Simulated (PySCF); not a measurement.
## Electronic absorption of C4H9NOSi

Species: C4H9NOSi.
Atom-mapped SMILES: `[CH2:1]=[C:2]([CH3:3])[SiH2:4][NH:5][CH:6]=[O:7]` (hydrogens: H8, H9 on C1; H10, H11, H12 on C3; H13, H14 on Si4; H15 on N5; H16 on C6)

Method used: TDDFT CAM-B3LYP/def2-SVPD, vertical, gas phase, core orbitals frozen in the response (PySCF 2.14.0, density-fitted response routines). Geometry: GFN2-xTB, one conformer, isolated molecule. Torsions of this conformer, `[CH2:1]=[C:2]([CH3:3])[SiH2:4][NH:5][CH:6]=[O:7]`: C1–C2–Si4–N5 13°, C2–Si4–N5–C6 -178°, Si4–N5–C6–O7 0°.

Q: Predict the UV-vis stick spectrum at this level.

A: 

```csv
state,E (eV),λ (nm),f,"main configurations (H = HOMO, L = LUMO)"
S1,5.71,217.3,0.0008,"H-1→L+3 (79%), H→L+3 (12%)"
S2,6.90,179.7,0.0026,H-3→L (87%)
S3,7.08,175.1,0.303,H→L (81%)
S4,7.17,172.8,0.041,H→L+1 (78%)
S5,7.24,171.3,0.060,"H-2→L+3 (39%), H-1→L+1 (21%), H-2→L (16%)"
S6,7.31,169.6,0.0066,"H-2→L+1 (69%), H-2→L+2 (18%)"
S7,7.56,163.9,0.020,"H-2→L (54%), H-1→L+1 (29%)"
S8,7.67,161.6,0.020,"H→L+2 (63%), H-2→L+3 (9%), H→L+4 (8%)"
```

Triplets, Tamm–Dancoff:

```json
{"state": "T1", "E (eV)": "4.28", "λ (nm)": "289.7", "main configurations (H = HOMO, L = LUMO)": "H→L (80%), H-1→L (9%)"}
{"state": "T2", "E (eV)": "5.20", "λ (nm)": "238.3", "main configurations (H = HOMO, L = LUMO)": "H-1→L+3 (78%), H→L+3 (11%)"}
{"state": "T3", "E (eV)": "5.51", "λ (nm)": "224.8", "main configurations (H = HOMO, L = LUMO)": "H-2→L+3 (82%)"}
```

The lowest singlet lies at 5.71 eV (217 nm, ultraviolet) and is very weak; its leading configuration is HOMO-1→LUMO+3 (79%). The strongest level in the table is S3 at 7.08 eV (175 nm, f = 0.303). Löwdin shares by element: HOMO carbon 71% or more, oxygen 8% (atoms not listed hold the other 21%); LUMO carbon 61% or more, silicon 9%, hydrogen 6% or more (atoms not listed hold the other 24%). Of the 8 states listed, 5 reach f = 0.01 and none stays under 0.0005. Orbital energies (eV): HOMO-3 -10.27, HOMO-2 -9.50, HOMO-1 -9.29, HOMO -9.10, LUMO 0.76, LUMO+1 0.97, LUMO+2 1.35. The oscillator strengths of these states sum to 0.454; summed over the whole spectrum of an exact calculation they would give the number of electrons, 62 (Thomas–Reiche–Kuhn). No computed singlet lies in the visible range (380 to 750 nm); the lowest, at 217 nm, stands 2.44 eV above its violet end (3.26 eV). The window holds the lowest 8 singlets.
